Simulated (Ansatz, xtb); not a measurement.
## C2H12Si3: which of two isomers lies lower

Structure a: `C[SiH2]C([SiH3])[SiH3]`, a singlet. Structure b: `C[Si@H]([SiH3])C[SiH3]`, a singlet. Both are isolated molecules in the gas phase, relaxed with B3LYP/6-31G*; the shapes shown needn't be the lowest conformers.

a (Å):

```xyz
17

C    -1.5938    1.7048    1.8340
C    -0.0066   -0.2362   -0.0579
Si    0.0843    1.2856    1.0745
Si   -0.0809   -1.8545    0.9166
Si    1.3996   -0.2475   -1.3231
H    -1.9843    0.8722    2.4294
H    -1.5117    2.5785    2.4908
H    -2.3309    1.9399    1.0573
H     0.5794    2.4602    0.2985
H     1.0799    1.0205    2.1524
H    -0.9450   -0.1594   -0.6283
H    -1.0166   -1.7535    2.0723
H     1.2656   -2.2002    1.4471
H    -0.5454   -2.9725    0.0503
H     2.7057   -0.0284   -0.6446
H     1.4704   -1.5487   -2.0463
H     1.2055    0.8310   -2.3305
```

b (Å):

```xyz
17

C    -1.6911   -0.2260    2.0070
C     1.0368   -1.7168    1.5925
Si    0.1910   -0.1358    2.2304
Si    1.0621    1.8082    1.2162
Si    0.8445   -2.1264   -0.2414
H    -2.0983   -1.1180    2.4982
H    -1.9719   -0.2686    0.9489
H    -2.1794    0.6499    2.4491
H     0.4826   -0.0252    3.6935
H     0.6652    1.9215   -0.2166
H     2.5524    1.8305    1.2771
H     0.5606    3.0251    1.9184
H     0.6491   -2.5624    2.1786
H     2.1097   -1.6517    1.8195
H     1.4380   -1.0539   -1.0862
H    -0.5920   -2.2614   -0.6107
H     1.5256   -3.4080   -0.5772
```

Problem. Estimate which is lower in electronic energy at CCSD(T)/def2-SVP + ΔMP2/def2-TZVPP, and by roughly how much.

Solution. The CCSD(T)/def2-SVP + ΔMP2/def2-TZVPP calculation puts structure a lower, by 15.7 kJ/mol.

How the difference moves with the method:

```csv
level,geometry,E(b) − E(a) (kJ/mol),departure from the last row (kJ/mol),"job, with rough time for the two"
GFN2-xTB,GFN2-xTB,+22.2,+6.5,"optimisation, 0.25 s"
HF/STO-3G,GFN2-xTB,−19.5,−35.2,"single point, 0.6 s"
r2SCAN-D4/def2-SVP,GFN2-xTB,+8.9,−6.8,"single point, 4.3 s"
B3LYP/6-31G*,B3LYP/6-31G*,−1.3,−17.0,"optimisation, 93 s"
HF/def2-SVP,B3LYP/6-31G*,+14.4,−1.3,part of the CCSD(T) run
MP2/def2-SVP,B3LYP/6-31G*,+18.2,+2.5,part of the CCSD(T) run
CCSD(T)/def2-SVP,B3LYP/6-31G*,+12.5,−3.2,single point
CCSD(T)/def2-SVP + ΔMP2/def2-TZVPP,B3LYP/6-31G*,+15.7,,"single point, 62 s"
```

As drawn, b has 1 Si–Si, 1 C–H in place of 1 C–Si, 1 Si–H.

HF/STO-3G puts the two in the other order. B3LYP/6-31G* finds them nearly level. The largest departure from CCSD(T)/def2-SVP + ΔMP2/def2-TZVPP is that of HF/STO-3G, 35.2 kJ/mol. The last row adds to CCSD(T) the change of the MP2 difference between the two basis sets, here +3.2 kJ/mol.

With harmonic frequencies from B3LYP/6-31G* (ideal gas, rigid rotor, one conformer each, 298.15 K, 1 atm): on the last row, ΔE + ΔZPE = +19.1 kJ/mol. A mode under 50 cm⁻¹ makes harmonic enthalpies and free energies unreliable, so none is given.

The correlated steps freeze 17 core orbitals. Codes used: Ansatz 0.2.0, xtb 6.7.1; the last row on 2 threads of Intel(R) Xeon(R) Platinum 8488C (Sapphire Rapids) on a shared host.
